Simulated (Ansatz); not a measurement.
`NB(O)CO` and `NB(O)O` differ in one atom or group.

Ansatz, PBE0-D4/def2-TZVP geometries, multiplicity 1. Each molecule was computed in one conformer, which needn't be the lowest.

| property | `NB(O)CO` |
| --- | --- |
| size of the dipole moment (B3LYP/def2-TZVPP) / D | 4.39 |
| ideal-gas entropy at 298 K and 1 bar (rigid rotor, harmonic PBE0-D4/def2-TZVP) / J/(mol·K) | 332 |
| LUMO energy (B3LYP/def2-TZVPP) / eV | 0.03 |
| HOMO–LUMO gap (B3LYP/def2-TZVPP) / eV | 7.02 |
| HOMO energy (PBE/def2-TZVPP) / eV | -5.56 |
| HOMO–LUMO gap (PBE0/def2-TZVPP) / eV | 7.65 |

Q: Give the same properties after the change, and the shifts. (An estimate is asked.)

A: Computed: 
```
                                                                                  property  `NB(O)O`  shift
                                          size of the dipole moment (B3LYP/def2-TZVPP) / D      1.99  -2.40
ideal-gas entropy at 298 K and 1 bar (rigid rotor, harmonic PBE0-D4/def2-TZVP) / J/(mol·K)       290    -42
                                                       LUMO energy (B3LYP/def2-TZVPP) / eV      0.18   0.15
                                                     HOMO–LUMO gap (B3LYP/def2-TZVPP) / eV      7.52   0.50
                                                         HOMO energy (PBE/def2-TZVPP) / eV     -6.07  -0.51
                                                      HOMO–LUMO gap (PBE0/def2-TZVPP) / eV      8.17   0.52
```

With PBE0 the HOMO falls by 0.35 eV and the LUMO rises by 0.16 eV, so the gap widens by about 0.51 eV. PBE moves the HOMO by -0.51 eV and ωB97M-V by -0.33 eV. The zero-point energy changes by -72.6 kJ/mol with -9 modes. Dipoles are sizes alone; their direction can turn. Modes under 60 cm⁻¹, often nearly free rotors, make the harmonic entropy too high.

B3LYP here is the variant with VWN-RPA as its local correlation; programs differ in this.
